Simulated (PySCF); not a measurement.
Si(Br)2 anion (Br2Si), SMILES Br[Si]Br (connectivity only; charge and spin as stated), charge -1, multiplicity 2. Atoms are numbered in the order given.

```xyz
3

Si     0.0000     0.0000     1.3039
Br     0.0000     1.8730    -0.2608
Br     0.0000    -1.8730    -0.2608
```
Charge -1, spin multiplicity 2.

Geometry: PBE-D3(BJ)/def2-SVPD. The spin state was assumed, not searched. The isomer is the one that the SMILES or the coordinates give; other isomers of the formula were not compared.

Computed with PBE-D3(BJ)/def2-SVPD (PySCF).

Frequencies are harmonic and unscaled.

| mode | ν (cm⁻¹) | IR (km/mol) | moving atoms (share of kinetic energy) |
|---|---|---|---|
| 1 | 85 | 0.7 | Br 92 %, Si 8 % |
| 2 | 275 | 89.3 | Si 77 %, Br 23 % |
| 3 | 301 | 16.9 | Si 77 %, Br 23 % |
